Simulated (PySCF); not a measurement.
Vertical excitations of a molecule CH₇NOSi from TDA-B3LYP/def2-SVPD in PySCF 2.14.0, as energy in eV (oscillator strength): 6.38 (0.048), 7.19 (0.032), 7.31 (0.033), 7.35 (0.005), 7.94 (0.005), 8.00 (0.040), 8.23 (0.041), 8.25 (0.055), 8.37 (0.094), 8.57 (0.028). Lowest triplet (TDA): 6.04 eV. Geometry: PBE-D3(BJ)/def2-SVP. Other conformers were not sampled.

Question: Which structure fits?
(A) NC[SiH2]O
(B) C[SiH](N)O
(C) CO[SiH2]N
(D) CN[SiH2]O

Answer: B, C[SiH](N)O
